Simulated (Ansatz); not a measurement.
`CC[SiH2]O` + `N[SiH](O)Cl` → `O[SiH2]N[SiH](O)Cl` + `CC`  (ligand exchange at the Si–C bond)

Computed with Ansatz on PBE0-D4/def2-TZVP structures; ΔE is electronic, products minus reactants. CBS: MP2 limit from def2 TZ/QZ plus the TZ coupled-cluster correction, frozen cores. This one scheme is used for every species. Functionals use def2-TZVPP. B3LYP here is the variant with VWN-RPA as its local correlation; programs differ in this. One conformer a species, not always the lowest.

**Question.** Is it downhill or uphill in electronic energy at CCSD(T)/CBS, and by how much? (Estimate.)

**Answer.** Ansatz gave: Downhill: ΔE = -18.8 kcal/mol.

**Question.** What do these levels give: PBE-D4, r2SCAN-D4, PBE0-D4, ωB97X-V, ωB97M-V, B2PLYP, r2SCAN, PBE0, B3LYP, MP2/def2-TZVPP, CCSD(T)/def2-TZVPP, MP2/def2-QZVPP? (Estimate.)

**Answer.** Computed: PBE-D4 -17.1, r2SCAN-D4 -18.8, PBE0-D4 -17.9, ωB97X-V -18.5, ωB97M-V -18.7, B2PLYP -18.8, r2SCAN -18.6, PBE0 -17.2, B3LYP -18.1, MP2/def2-TZVPP -19.3, CCSD(T)/def2-TZVPP -19.1, MP2/def2-QZVPP -19.2 kcal/mol.

Largest T1 diagnostic among the species: 0.011.

From PBE to PBE0 (25 % exact exchange), in def2-TZVPP and without D4, ΔE moves by −0.8 kcal/mol. The D4 term adds −1.2 kcal/mol with B3LYP and −0.7 kcal/mol with PBE0; it sums over pairs of atoms, weighted by their polarisabilities, and B3LYP, whose exchange is more repulsive, gets the larger term.
